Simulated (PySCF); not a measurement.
An unknown shows these calculated signals:

1H NMR (400 MHz, computed): δ 6.73 (m, 1H), 5.75 (m, 1H), 3.63 (d, 1H).

13C{1H} NMR (computed): δ 160.8 (C), 110.3 (CH), 110.2 (CH), 105.9 (CH), 97.3 (C), 88.3 (C), 79.3 (C).

In vacuum, single conformer, rapidly exchanging positions averaged, non-relativistic. GFN2-xTB geometry; NMR shieldings at PBE0/pcSseg-1/GIAO; PySCF 2.14.0 with density-fitted response routines.

References, each an isolated molecule treated in the same way: TMS for 1H and 13C.

Task: Which of these does the molecule contain: a C≡C triple bond, a three-membered ring, a non-aromatic C=C double bond, a heteroaromatic ring, a CF3 group?

Result: 
- A C≡C triple bond: yes (δC 105.9, 79.3; δH 3.63 (d)).
- A three-membered ring: no.
- A non-aromatic C=C double bond: yes.
- A heteroaromatic ring: no.
- A CF3 group: no.

The data belong to SMILES C(/C(=C/C#C)F)#CC(F)F, C7H3F3; they needn't prove each group on their own.

Carbon signals by region: 1 in the far downfield region (above 160 ppm), 3 in the sp2 and nitrile region (100–160 ppm), 3 at 50–100 ppm. Above 160 ppm: 160.8, fully substituted alkene carbon.

Splittings by 19F in the carbon and heteronuclear signals aren't shown, as no couplings were computed. Shifts are as computed. Against solution values, carbons near 30 ppm lie about +3 ppm off and those near 130 ppm about +5 ppm. Of 1211 compounds with measured shifts, 218 miss one by over three times the rms of a fit or turn the order of signals round; such compounds aren't used in these exercises. Multiplicities follow the n + 1 count of equivalent neighbours, as no J values were calculated; m marks all less simple cases, F and P coupling included.
